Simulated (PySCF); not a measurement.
Molecule: SMILES FC(=C(F)F)C1=CC=CC1, C7H5F3.

Cartesian coordinates in Å; atom numbers follow the order of the lines, from 1:
```xyz
15

F     2.5322   -1.0959    0.6421
C     2.5484    0.0353   -0.0607
F     3.7946    0.4126   -0.3123
C     1.4445    0.6861   -0.4499
F     1.6292    1.8217   -1.1583
C     0.0829    0.3116   -0.1971
C    -1.0218    0.9878   -0.6031
C    -2.1952    0.2925   -0.1518
C    -1.8287   -0.8061    0.5290
C    -0.3422   -0.9051    0.5685
H    -1.0314    1.8993   -1.1725
H    -3.1984    0.6264   -0.3448
H    -2.4715   -1.5316    0.9913
H     0.0376   -0.8997    1.5918
H     0.0155   -1.8269    0.1059
```

Frames of a GFN2-xTB Langevin trajectory at 300 K; GIAO PBE0/pcSseg-1 shieldings in PySCF, gas phase, non-relativistic; equivalent atoms averaged within each frame.

Chemical shifts δ = σref − σ; 19F (170.95 ppm) vs CFCl3; 13C (186.93 ppm) vs TMS, all at this level. The references are static minima.

How do the shifts (ppm) fluctuate along the trajectory?

Results:


```csv
time (fs),F3,F1,F5,C2,C6,C4,C8,C9,C7,C10
optimised geometry,-104.6,-116.6,-194.0,168.5,140.7,138.8,140.4,143.5,138.2,44.6
250,-101.9,-110.1,-181.5,168.7,146.7,144.4,144.0,141.7,134.0,45.8
425,-96.0,-113.8,-182.0,168.9,148.8,141.7,141.2,144.7,134.2,42.9
625,-97.8,-108.6,-169.9,169.6,148.8,151.5,139.7,140.8,140.2,43.8
800,-106.8,-123.6,-176.8,166.9,134.4,141.1,140.5,143.8,139.4,45.8
1000,-96.5,-108.7,-199.9,174.7,135.4,134.4,135.3,143.8,139.3,47.1
mean of frames,-99.8,-113.0,-182.0,169.8,142.8,142.6,140.1,143.0,137.4,45.1
standard deviation,4.5,6.3,11.1,2.9,7.3,6.2,3.1,1.6,3.0,1.7
```

5 frames give an uncertainty of the mean of about the standard deviation over 2.2 at best, since frames this close in time may not be independent; classical motion lacks zero-point vibration, and the reference would need the same averaging.
